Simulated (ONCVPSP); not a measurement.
## Cutoff test, P (Z = 15), ONCV

```json
{"Element": "P (Z = 15)", "Generator": "ONCVPSP 4.0.1", "Type": "optimised norm-conserving Vanderbilt (ONCV)", "Functional": "PBE", "Relativity": "scalar-relativistic", "Frozen core": "[Ne]", "Valence charge": "5", "Reference configuration": "3s1.5 3p3.5", "Partial waves": "3s: rc 1.40 bohr, ncon 5, nbas 10, qcut 5 1/bohr, 2 projectors, debl 3.2 Ha; 3p: rc 2.00 bohr, ncon 3, nbas 7, qcut 3.9 1/bohr, 2 projectors, debl 0.5 Ha; d scattering state at 0.02 Ha: rc 2.05 bohr, ncon 5, nbas 9, qcut 5.1 1/bohr, 2 projectors, debl 2.6 Ha", "Local potential": "polynomial inside 0.90 bohr (lpopt 5, dvloc0 6 Ha)", "Core correction": "Teter function, fcfact 2.75, rcfact 1.7"}
```

Q: For each optimised wave give the share of its norm inside rc, the residual kinetic energy above qcut (Ha) and the cutoffs (Ha) for errors of 10, 1, 0.1 and 0.01 mHa per electron.

A:

```json
{"wave": "3s", "norm inside rc": "0.261", "residual KE": "3.6e-04", "10 mHa": "6.9", "1 mHa": "10.2", "0.1 mHa": "89.4", "0.01 mHa": "149.8"}
{"wave": "s projector 2", "norm inside rc": "0.095", "residual KE": "9.5e-03", "10 mHa": "12.0", "1 mHa": "155.5", "0.1 mHa": "191.3", "0.01 mHa": "208.2"}
{"wave": "3p", "norm inside rc": "0.429", "residual KE": "2.2e-05", "10 mHa": "3.1", "1 mHa": "4.4", "0.1 mHa": "5.6", "0.01 mHa": "22.5"}
{"wave": "p projector 2", "norm inside rc": "0.147", "residual KE": "1.4e-05", "10 mHa": "3.0", "1 mHa": "4.4", "0.1 mHa": "5.6", "0.01 mHa": "9.2"}
{"wave": "d projector 1", "norm inside rc": "0.000", "residual KE": "9.2e-05", "10 mHa": "0.0", "1 mHa": "0.4", "0.1 mHa": "9.4", "0.01 mHa": "not reached"}
{"wave": "d projector 2", "norm inside rc": "0.199", "residual KE": "2.8e-02", "10 mHa": "15.5", "1 mHa": "52.8", "0.1 mHa": "84.1", "0.01 mHa": "92.8"}
```

The occupied waves need 10 Ha and 89 Ha for 1 and 0.1 mHa. Rows with under 1 % of the norm inside rc give no meaningful cutoff. The cutoffs count occupied waves only; projector 2 of the d channel, the hardest unoccupied one, needs 53 Ha at the loose tolerance.
